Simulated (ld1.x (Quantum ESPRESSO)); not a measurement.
Reading a pseudo-wave (helium)

Columns: radius, all-electron u(r) and pseudo u(r) of the 1s shell (level -15.92 eV) of helium in the configuration 1s2; BLYP, non-relativistic, PAW scheme, ld1.x (Quantum ESPRESSO) 7.5.

```csv
r (bohr),all-electron,pseudo
0.017,0.0796,0.0676
0.035,0.1581,0.1385
0.052,0.2269,0.2040
0.070,0.2945,0.2712
0.088,0.3570,0.3355
0.105,0.4117,0.3930
0.122,0.4623,0.4472
0.140,0.5118,0.5006
0.157,0.5548,0.5471
0.175,0.5967,0.5921
0.192,0.6331,0.6308
0.210,0.6683,0.6677
0.227,0.6988,0.6991
0.245,0.7282,0.7290
0.262,0.7534,0.7543
0.280,0.7776,0.7783
0.298,0.7994,0.7998
0.315,0.8180,0.8181
0.332,0.8346,0.8346
0.350,0.8503,0.8503
0.367,0.8634,0.8634
0.385,0.8756,0.8756
0.402,0.8856,0.8856
0.420,0.8947,0.8947
0.437,0.9020,0.9020
0.455,0.9084,0.9084
```

Task: How many radial nodes do the two functions have?

Result: The all-electron 1s function has n − l − 1 = 0; the pseudo-wave has 0.

Task: At about which radius was the pseudo-wave matched?

Result: 0.35 bohr. The columns agree to 0.0005 from 0.30 bohr on; several derivatives are matched, so the curves merge somewhat inside the radius.

Task: Is the pseudo-wave norm-conserving?

Result: No, it belongs to a PAW set: the norm inside the radius is not constrained, and the difference is carried by the augmentation charge.
